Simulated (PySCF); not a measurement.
Spinor energies of Al (aluminium, neutral)

Start: [Ne] 3s1 3p2; 3s1/2 filled at m_j = +1/2; 3p3/2 filled at m_j = +1/2, +3/2. Calculated with PySCF 2.14 in x2c-SVPall-2c with one added diffuse shell each of s, p type (5s5p1d, 25 functions): generalised Hartree-Fock with the X2C-1e Hamiltonian and a Gaussian nucleus; one run each with spin-orbit coupling (SO) switched off, then screened by Boettger's factors. This is a chosen level, not necessarily the ground level.

```csv
spinor shell,electrons,"ε, spin-free (eV)","ε, screened SO (eV)",weight of nominal j (screened SO),"rms radius, screened SO (bohr)"
1s1/2,2,-1595.3,-1595.3,1.000,0.139
2s1/2,2,-134.95,-134.95,1.000,0.677
2p1/2,2,-88.646,-89.064,0.780,0.673
2p3/2,4,-88.646,-88.446,0.890,0.674
3s1/2,1,-14.133,-14.135,1.000,2.74
3p3/2,2,-7.092,-7.090,0.832,3.47
```

| quantity | spin-free | screened SO |
| --- | --- | --- |
| E (hartree) | -242.13158 | -242.13144 |
| M_J | 5/2 | 5/2 |
| ⟨J²⟩ | 8.753 | 8.753 |
| ⟨L²⟩ | 2.003 | 2.003 |
| ⟨S²⟩ | 3.750 | 3.750 |

Each row is a mean over spinors that exchange with the open shell spreads, by up to 0.890 eV (2p3/2).

Rows whose weight is well below 1 are mixtures of j = l ± 1/2: exchange outweighs spin-orbit coupling there, and the label is only the starting occupation.

Without spin-orbit coupling the j labels of p, d and f shells carry no meaning; the spin-free column gives the mean over the occupied spinors of each nl shell.
